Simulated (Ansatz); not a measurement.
## Ansatz (development build ahead of 0.2.0) run

```yaml
crystal:
  periodic: [false, false, false]
  atoms:
    - { symbol: Mn, position_ang: [0.0, 0.0, 0.0] }
    - { symbol: S, position_ang: [0.0, 0.0, 4.968] }
basis:
  gaussian: { orbitals: pcseg-2 }
magnetization:
  spin_polarized: true
  initial_magnetization: 5
hamiltonian:
  xc: pbe0
```

The input is written out in the form of the current development build from the run's settings.

The run gave:

```json
{"Converged": "yes", "Total energy": "-1548.75266 hartree", "Spin squared of the determinant": "9.773", "Stability test": "minimum"}
```

Caution: charge can spread falsely over distant fragments; the unrestricted determinant is a mixture of spin states.
